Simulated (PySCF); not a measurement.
Match the calculated data to a structure.

All candidates are C5H7O4 (charge -1).

* NMR, other nuclei: isotropic shieldings of nuclei other than C and H, by class: -10 (1 O), 16 (1 O), 252 (1 O), 269 (1 O) ppm [GIAO PBE0/pcSseg-1]
* Rotational structure: rotational constants A, B, C: 2.756, 1.502, 1.252 GHz [GFN2-xTB]
* 1H NMR: chemical shifts (computed TMS as zero) by class: 6.25 (1 H), 4.45 (1 H), 3.94 (1 H), 3.71 (1 H), 3.51 (1 H), 2.32 (1 H), 1.58 (1 H) ppm [GIAO PBE0/pcSseg-1]
* 13C NMR: chemical shifts (computed TMS as zero) by class: 168.4 (1 C), 94.3 (1 C), 80.1 (1 C), 69.0 (1 C), 34.6 (1 C) ppm [GIAO PBE0/pcSseg-1]

Electronic properties: PySCF, gas phase, density fitting. Levels stand in brackets. Isolated species at its GFN2-xTB geometry (one conformer only). No diffuse functions stand in pcSseg-1, which bears on an anion's orbital energies. NMR classes are plain means over equivalent atoms (diastereotopic ones count apart unless rotation or inversion swaps them), as if these changed places fast.

Question: Which candidate is it?
A. `CC(=O)OCCC(=O)[O-]`
B. `CC(C)(OC=O)C(=O)[O-]`
C. `C[C@@H](COC=O)C(=O)[O-]`
D. `C=C[C@@H](OC)OC(=O)[O-]`
E. `O=C([O-])[C@@H]1CCOCO1`

Answer: E. It is `O=C([O-])[C@@H]1CCOCO1`. Numbering: `[O:1]=[C:2]([O-:3])[C@@H:4]1[CH2:5][CH2:6][O:7][CH2:8][O:9]1`. 5 carbons fall into 5 classes; from least to most shielded: carboxylate carbon [C2] (168.4 ppm), sp3 carbon bearing two oxygens [C8] (94.3 ppm), ring sp3 carbon bound to oxygen [C4] (80.1 ppm), ring sp3 carbon bound to oxygen [C6] (69.0 ppm), ring CH2 carbon [C5] (34.6 ppm). Hydrogen classes from least to most shielded: 1 H on an sp3 carbon bearing two oxygens, C8 (6.25 ppm), 1 H on an sp3 carbon bearing two oxygens, C8 (4.45 ppm), 1 H on an sp3 carbon bound to oxygen, C6 (3.94 ppm), 1 H on an sp3 carbon bound to oxygen, C4 (3.71 ppm), 1 H on an sp3 carbon bound to oxygen, C6 (3.51 ppm), 1 H on a ring CH2 carbon, C5 (2.32 ppm), 1 H on a ring CH2 carbon, C5 (1.58 ppm). The other shieldings belong to: -10 ppm, carboxylate oxygen [O1]; 16 ppm, carboxylate oxygen [O3]; 252 ppm, cyclic ether oxygen [O9]; 269 ppm, cyclic ether oxygen [O7]. The optimised geometry has point group C1 and is an asymmetric top.

The others, at the same levels:
- `C[C@@H](COC=O)C(=O)[O-]` fails: its computed 13C shifts are 166.2 (1 C), 165.5 (1 C), 77.1 (1 C), 47.2 (1 C), 19.0 (1 C) ppm, 1H shifts are 8.24 (1 H), 5.34 (1 H), 4.98 (1 H), 1.82 (1 H), 1.08 (3 H) ppm and rotational constant A is 3.647 GHz (against 2.756 GHz).
- `CC(=O)OCCC(=O)[O-]` fails: its computed 13C shifts are 173.7 (1 C), 164.3 (1 C), 72.2 (1 C), 44.3 (1 C), 24.7 (1 C) ppm, 1H shifts are 4.84 (2 H), 1.89 (2 H), 1.75 (3 H) ppm and rotational constant A is 4.934 GHz (against 2.756 GHz).
- `C=C[C@@H](OC)OC(=O)[O-]` fails: its computed 13C shifts are 154.2 (1 C), 153.4 (1 C), 113.9 (1 C), 99.0 (1 C), 54.3 (1 C) ppm, 1H shifts are 6.63 (1 H), 6.30 (1 H), 5.65 (1 H), 4.82 (1 H), 3.42 (3 H) ppm and rotational constant A is 2.030 GHz (against 2.756 GHz).
- `CC(C)(OC=O)C(=O)[O-]` fails: it has 4 carbon classes against 5; its computed 13C shifts are 184.1 (1 C), 140.1 (1 C), 83.0 (1 C), 30.1 (2 C) ppm, 1H shifts are 8.27 (1 H), 1.37 (6 H) ppm and rotational constant A is 2.398 GHz (against 2.756 GHz).

Each candidate is one conformer, not necessarily the lowest. The conformers computed, where there is a choice (atom-mapped SMILES and torsion angles):
- `[CH3:1][C@@H:2]([CH2:3][O:4][CH:5]=[O:6])[C:7](=[O:8])[O-:9]`: C1–C2–C3–O4 -77°, C2–C3–O4–C5 116°, C3–O4–C5–O6 6°, C1–C2–C7–O8 -152°
- `[CH3:1][C:2](=[O:3])[O:4][CH2:5][CH2:6][C:7](=[O:8])[O-:9]`: C1–C2–O4–C5 175°, C2–O4–C5–C6 -126°, O4–C5–C6–C7 -161°, C5–C6–C7–O8 31°
- `[CH2:1]=[CH:2][C@@H:3]([O:4][CH3:5])[O:6][C:7](=[O:8])[O-:9]`: C1–C2–C3–O4 -141°, C2–C3–O4–C5 -179°, C2–C3–O6–C7 131°, C3–O6–C7–O8 -3°
- `[CH3:1][C:2]([CH3:3])([O:4][CH:5]=[O:6])[C:7](=[O:8])[O-:9]`: C1–C2–O4–C5 80°, C2–O4–C5–O6 -78°, C1–C2–C7–O8 75°

The conformers of `O=C([O-])[C@@H]1CCOCO1` aren't listed.
